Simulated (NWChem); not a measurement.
# Plane-wave run on Na$_{2}$S (space group Fm-3m)

```
Na2S
1.0
    0.00000     3.24916     3.24916
    3.24916     0.00000     3.24916
    3.24916     3.24916     0.00000
Na S
2 1
Direct
  0.25000   0.25000   0.25000
  0.75000   0.75000   0.75000
  0.00000   0.00000   0.00000
```

All runs are NWChem calculations. Origin of the cell: Materials Project cell, not relaxed here.

Norm-conserving pseudopotentials with valence charges Na 1, S 6, fixed occupations, no spin-orbit coupling, density cut at twice the wavefunction cutoff.

At a cutoff of 30 Ha and the same cell, LDA (Vosko), Troullier-Martins gives a direct gap along this path of 2.28 eV at Γ. What does revPBE, Troullier-Martins give?

It gives a direct gap along this path of 2.60 eV at Γ.
